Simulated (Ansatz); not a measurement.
Geometry optimisation, RHF/6-31G* (Ansatz 0.2.0).

input.yaml

```yaml
crystal:
  periodic: [false, false, false]
  atoms:
    - { symbol: B, position_ang: [0.0, 0.0, 0.0] }
    - { symbol: O, position_ang: [0.0, 0.0, 1.76] }
    - { symbol: H, position_ang: [-0.9095, -0.2814, 2.0971] }
    - { symbol: C, position_ang: [1.3856, 0.0, -0.8] }
    - { symbol: H, position_ang: [1.7152, -1.0462, -0.9702] }
    - { symbol: H, position_ang: [1.2491, 0.508, -1.7774] }
    - { symbol: H, position_ang: [2.1552, 0.5381, -0.2082] }
    - { symbol: "N", position_ang: [-1.3423, 0.0, -0.775] }
    - { symbol: H, position_ang: [-2.0112, -0.8164, -0.6764] }
    - { symbol: H, position_ang: [-1.5914, 0.8164, -1.4036] }
    - { symbol: F, position_ang: [0.0726, 1.5356, 0.5108] }
    - { symbol: H, position_ang: [0.0505, 1.068, 1.4702] }
basis:
  gaussian: { orbitals: "6-31G*" }
hamiltonian:
  xc: hf
relax:
  f_tol: 0.15
  max_steps: 25
  restrain:
    - { distance: [0, 10], at: 1.32, k: 30.0 }
    - { distance: [11, 1], at: 1.01, k: 30.0 }
    - { distance: [0, 1], at: 2.61, k: 30.0 }
    - { distance: [11, 10], at: 2.12, k: 30.0 }
output:
  orbitals: {}
```

Command:

```bash
$ ansatz run input.yaml --threads 1 --pin off --max-ram 2048MiB --backend cpu --events-out ev --progress --plain --runs-dir out
```

**Question.** Where does it end, and by what steps?

**Answer.** It converged. The restraints hold the end off the free minimum. After 12 steps the energy has fallen by 4.091 eV (the restraints' own energy left out); H10 moved furthest, 0.95 Å.

```tsv
step	energy less start (eV)	largest force component (eV/Å)	accepted
0	0.0000	4.766	yes
1	-1.4735	3.975	yes
2	-2.5477	2.481	yes
3	-2.9851	2.098	yes
4	-3.4192	1.352	yes
5	-3.7253	1.345	yes
6	-3.9168	1.326	yes
7	-4.0008	1.441	yes
8	-4.0313	1.492	yes
9	-4.0532	1.723	yes
10	-4.0673	1.475	yes
11	-4.0832	1.232	yes
12	-4.0912	1.217	yes
```

```xyz
12
Properties=species:S:1:pos:R:3
B -0.036 0.604 -0.489
O 0.071 0.066 2.072
H -0.812 -0.276 2.093
C 1.348 -0.050 -0.861
H 1.281 -1.125 -0.988
H 1.722 0.368 -1.794
H 2.088 0.150 -0.095
N -1.281 0.038 -0.806
H -1.375 -0.842 -1.257
H -2.139 0.527 -0.680
F -0.066 1.834 0.034
H -0.028 1.028 1.998
```

Time of the run: 40 s on 1 thread of Arm Neoverse V1, on a shared host, peak memory 0.16 GiB.
